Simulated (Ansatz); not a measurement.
Consider the ligand exchange at a B–C bond: `BB(C)O` + `C=N` → `BB(O)N=C` + CH₄.

Computed with Ansatz on PBE0-D4/def2-TZVP structures; ΔE is electronic, products minus reactants. CCSD(T)/CBS adds triple-zeta CCSD(T) − MP2 to the extrapolated MP2 energy (def2 sets, frozen cores). This one scheme is used for every species. DFT in def2-TZVPP. B3LYP here is the variant with VWN-RPA as its local correlation; programs differ in this. HSE06 is defined as in plane-wave codes. Each species was taken in one conformer, which may not be the lowest.

`BB(C)O`:

Z-matrix (Å, degrees):
```
C
B 1 1.575
H 1 1.093 2 113.8
H 1 1.094 2 111.5 3 123.7
H 1 1.097 2 108.5 3 -118.0
O 2 1.367 1 115.8 3 -144.8
B 2 1.681 1 118.7 3 36.1
H 6 0.959 2 114.4 1 -178.3
H 7 1.201 2 121.9 1 -90.6
H 7 1.200 2 122.5 1 85.1
```

`C=N`:

```xyz
5

C    -0.007    0.164    0.354
N     0.592   -0.325   -0.641
H    -1.096    0.259    0.446
H     0.582    0.526    1.198
H    -0.071   -0.624   -1.357
```

`BB(O)N=C`:

Cartesian coordinates in Å:
```
B 0.092 0.936 1.411
B 0.205 -0.439 0.431
O 0.970 -1.554 0.683
N -0.594 -0.447 -0.723
C -0.703 -0.081 -1.910
H -0.855 1.169 2.107
H 0.967 1.758 1.416
H 1.443 -1.509 1.515
H 0.096 0.441 -2.454
H -1.621 -0.275 -2.475
```

CH₄:

Z-matrix (Å, degrees):
```
C
H 1 1.090
H 1 1.090 2 109.5
H 1 1.090 2 109.5 3 -120.0
H 1 1.090 2 109.5 3 120.0
```

| level | ΔE (kJ/mol) | difference from CCSD(T)/CBS |
| --- | --- | --- |
| LDA (SPW92) | -84.4 | -14.0 |
| PBE-D4 | -79.2 | -8.8 |
| r2SCAN-D4 | -80.0 | -9.6 |
| B97M-V | -76.5 | -6.1 |
| PBE0-D4 | -75.9 | -5.5 |
| B3LYP-D4 | -81.6 | -11.2 |
| r2SCANh-D4 | -78.9 | -8.5 |
| r2SCAN0-D4 | -77.4 | -7.0 |
| HSE06-D4 | -76.1 | -5.7 |
| BHLYP-D4 | -78.9 | -8.5 |
| CAM-B3LYP-D4 | -79.2 | -8.8 |
| ωB97X-V | -70.8 | -0.4 |
| B2PLYP | -77.7 | -7.3 |
| PBE-QIDH | -73.5 | -3.1 |
| PBE | -78.2 | -7.8 |
| revPBE | -76.3 | -5.9 |
| BLYP | -82.5 | -12.1 |
| r2SCAN | -79.7 | -9.3 |
| PBE0 | -74.9 | -4.5 |
| B3LYP | -80.1 | -9.7 |
| r2SCANh | -78.5 | -8.1 |
| r2SCAN0 | -77.0 | -6.6 |
| HSE06 | -75.2 | -4.8 |
| BHLYP | -77.7 | -7.3 |
| CAM-B3LYP | -78.2 | -7.8 |
| LC-ωPBE | -71.2 | -0.8 |
| RPA@PBE/def2-TZVPP | -65.1 | 5.3 |
| HF/def2-SVP | -79.4 | -9.0 |
| MP2/def2-SVP | -81.8 | -11.4 |
| CCSD(T)/def2-SVP | -77.5 | -7.1 |
| HF/def2-TZVPP | -73.1 | -2.7 |
| SCS-MP2/def2-TZVPP | -73.1 | -2.7 |
| CCSD/def2-TZVPP | -68.8 | 1.6 |
| CCSD(T)/def2-TZVPP | -69.9 | 0.5 |
| HF/def2-QZVPP | -73.3 | -2.9 |
| MP2/def2-QZVPP | -75.0 | -4.6 |
| SCS-MP2/def2-QZVPP | -73.4 | -3.0 |
| HF/CBS(def2) | -73.3 | -2.9 |
| MP2/CBS(def2) | -75.2 | -4.8 |
| CCSD/CBS(def2) | -69.3 | 1.1 |
| CCSD(T)/CBS | -70.4 | 0 |

Largest T1 diagnostic among the species: 0.014.

From PBE to PBE0 (25 % exact exchange), in def2-TZVPP and without D4, ΔE moves by +3.3 kJ/mol. Leaving LDA and LC-ωPBE aside and taking each functional with its dispersion term where it has one, the values, not all of them listed here, spread over 13.5 kJ/mol, from BLYP-D4 to ωB97X-V. LDA lies −6.2 kJ/mol from PBE without D4. At CCSD(T), def2-SVP lies −7.1 kJ/mol from the extrapolated value and def2-TZVPP +0.5 kJ/mol.
